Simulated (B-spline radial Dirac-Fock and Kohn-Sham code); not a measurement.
**X-ray form factors of platinum in several charge states**

Model: Dirac-Fock orbitals of the configuration average with a finite nucleus. Program: a B-spline atomic structure program.

Configurations: Pt⁵⁰⁺ [Ar] 3d10; Pt⁵²⁺ [Ar] 3d8; Pt⁵⁵⁺ [Ar] 3d5. The first column is f₀ of Pt⁵⁰⁺, the others are differences from it.

| s (Å⁻¹) | Pt⁵⁰⁺ | Δ Pt⁵²⁺ | Δ Pt⁵⁵⁺ |
| --- | --- | --- | --- |
| 0 | 28.000 | -2.000 | -5.000 |
| 0.05 | 27.988 | -1.999 | -4.997 |
| 0.1 | 27.951 | -1.994 | -4.986 |
| 0.15 | 27.890 | -1.987 | -4.969 |
| 0.2 | 27.804 | -1.977 | -4.946 |
| 0.25 | 27.695 | -1.965 | -4.915 |
| 0.3 | 27.562 | -1.949 | -4.878 |
| 0.35 | 27.407 | -1.931 | -4.835 |
| 0.4 | 27.228 | -1.911 | -4.786 |
| 0.45 | 27.028 | -1.888 | -4.731 |
| 0.5 | 26.807 | -1.862 | -4.670 |
| 0.6 | 26.303 | -1.805 | -4.531 |
| 0.7 | 25.725 | -1.739 | -4.373 |
| 0.8 | 25.079 | -1.667 | -4.198 |
| 0.9 | 24.374 | -1.588 | -4.008 |
| 1 | 23.618 | -1.504 | -3.805 |
| 1.1 | 22.820 | -1.417 | -3.594 |
| 1.2 | 21.989 | -1.327 | -3.375 |
| 1.4 | 20.264 | -1.145 | -2.929 |
| 1.6 | 18.511 | -0.964 | -2.486 |

Values without a named source are computed, but for edge energies of neutral atoms, which are taken from tables.
